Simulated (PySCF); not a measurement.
SiBr2F2, SMILES F[Si](F)(Br)Br. Geometry optimised at PBE-D3(BJ)/def2-SVP.

Problem. Give the equilibrium geometry at PBE-D3(BJ)/def2-SVP (PySCF confirms it by a frequency run) as Cartesian coordinates in Å, and its point group. (An estimate is asked for; the answer gives what the named calculation found.)

Solution. point group C2v.
```xyz
5

F      0.0000     1.3012    -1.6311
Si     0.0000     0.0000    -0.6703
F      0.0000    -1.3012    -1.6311
Br    -1.8237     0.0000     0.5535
Br     1.8237     0.0000     0.5535
```
